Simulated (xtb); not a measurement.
xtb input:

```bash
xtb mol.xyz --gfn 2 --ohess tight --chrg -1 --uhf 0
```
mol.xyz:
```
3

Sn     0.74541141     0.21117201    -0.16201592
O     -0.61121199     1.28192784    -0.94073776
Cl    -0.16440432    -1.54853749     1.14522112
```

Q: Which total energy does the run end on?

A: -11.02124 Eh (GFN2-xTB).
